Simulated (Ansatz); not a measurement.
Computed with Ansatz on PBE0-D4/def2-TZVP structures; ΔE is electronic, products minus reactants. CCSD(T)/CBS is the MP2 limit (def2-TZVPP, def2-QZVPP) plus CCSD(T) − MP2 in def2-TZVPP, frozen cores. Elements past krypton have def2 core potentials. For Ge, Sn outer-core shells are correlated without core-valence functions, which leaves a few kJ/mol of doubt a bond. Scalar relativity is left out up to krypton. One conformer a species, not always the lowest.

`Cl[SiH2][SiH2][GeH3]` + `C[O][SnH3]` → `CO[SiH2][SiH2]Cl` + `[GeH3][SnH3]`  (redistribution)

| species | CCSD(T)/CBS(def2) energy (Eh) |
| --- | --- |
| `Cl[SiH2][SiH2][GeH3]` | -3118.29809 |
| `C[O][SnH3]` | -330.83288 |
| `CO[SiH2][SiH2]Cl` | -1155.44170 |
| `[GeH3][SnH3]` | -2293.72326 |

(1) Work out ΔE.

Largest T1 diagnostic among the species: 0.013.

Answers

(1) ΔE = (-1155.44170) + (-2293.72326) − (-3118.29809) − (-330.83288) = -0.03399 Eh = -89.2 kJ/mol.

From PBE to PBE0 (25 % exact exchange), in def2-TZVPP and without D4, ΔE moves by −7.8 kJ/mol. In def2-TZVPP, CCSD(T) changes the Hartree–Fock value by +19.7 kJ/mol (the triples alone add +4.3 kJ/mol) and MP2 by +15.9 kJ/mol.
